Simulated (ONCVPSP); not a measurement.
**Building the ONCV potential for Yb (Wu-Cohen, scalar-relativistic).**

The input file (ONCVPSP 4.0.1):

```
# ATOM AND REFERENCE CONFIGURATION
# atsym  z   nc   nv     iexc    psfile
  Yb 70.00    8    5  -118130      upf
#
#   n    l    f
    1    0    2.00
    2    0    2.00
    2    1    6.00
    3    0    2.00
    3    1    6.00
    3    2   10.00
    4    0    2.00
    4    1    6.00
    4    2   10.00
    4    3   14.00
    5    0    2.00
    5    1    6.00
    6    0    2.00
#
# PSEUDOPOTENTIAL AND OPTIMIZATION
# lmax
    3
#
#   l,   rc,      ep,       ncon, nbas, qcut
    0    2.25    0.00    4    7    5.50
    1    1.35    0.00    4    9    5.80
    2    0.85    0.00    4    9   18.20
    3    0.70    0.00    3    8   27.50
#
# LOCAL POTENTIAL
# lloc, lpopt,  rc(5),   dvloc0
    4    5    0.60    0.00
#
# VANDERBILT-KLEINMAN-BYLANDER PROJECTORs
# l, nproj, debl
    0    2    0.60
    1    2    1.90
    2    1    0.70
    3    3    3.30
#
# MODEL CORE CHARGE
# icmod, fcfact, rcfact
    3    5.50    1.35
#
# LOG DERIVATIVE ANALYSIS
# epsh1, epsh2, depsh
   -8.00    5.00    0.04
#
# OUTPUT GRID
# rlmax, drl
    6.00    0.01
#
# TEST CONFIGURATIONS
# ncnf
    4
# nvcnf
#   n    l    f
    5
    4    2   10.00
    4    3   14.00
    5    0    2.00
    5    1    6.00
    6    0    1.00
#
    5
    4    2   10.00
    4    3   14.00
    5    0    2.00
    5    1    6.00
    6    0    0.00
#
    5
    4    2   10.00
    4    3   13.00
    5    0    2.00
    5    1    6.00
    6    0    0.00
#
    5
    4    2   10.00
    4    3   13.00
    5    0    2.00
    5    1    6.00
    6    0    2.00
#
```

Command:

```bash
oncvpsp.x < Yb.dat > Yb.out
```

Resulting log (shortened: citation, most of the input echo, consistency checks and plot data are left out):

```
ONCVPSP  (Optimized Norm-Conservinng Vanderbilt PSeudopotential)
scalar-relativistic version 4.0.1

LXC   Exchange
LXC     Wu & Cohen (GGA)
LXC   Correlation
LXC     Perdew, Burke & Ernzerhof (GGA)
LXC     [1] J. P. Perdew, K. Burke, and M. Ernzerhof,  Phys. Rev. Lett. 77, 3865 (1996)

sratom123: lschfb convergence ERROR n,l,iter=   4   3   2
```

The run stopped because the all-electron bound-state solver failed for one shell.

The run took about 0.08 s on one core of a shared server CPU.
